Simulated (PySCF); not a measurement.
Correlation energy of O⁺ (oxygen, charge +1)

[He] 2s2 2p3, high-spin 4S determinant. Calculation: PySCF 2.14, in aug-cc-pVTZ with one added diffuse shell each of s, p, d, f type (6s5p4d3f, 62 functions); no relativity, point nucleus. Frozen: 1s2; 5 electrons correlated.

```
  level  correlation energy (mhartree)
   CCSD                        -113.47
    (T)                          -1.67
CCSD(T)                        -115.14
```

Diagnostics: T1 = 0.0041, D1 = 0.0090, largest double amplitude 0.029.

Problem. Is a single reference adequate?

Solution. Yes: T1 lies below 0.03 and no double amplitude reaches 0.07.
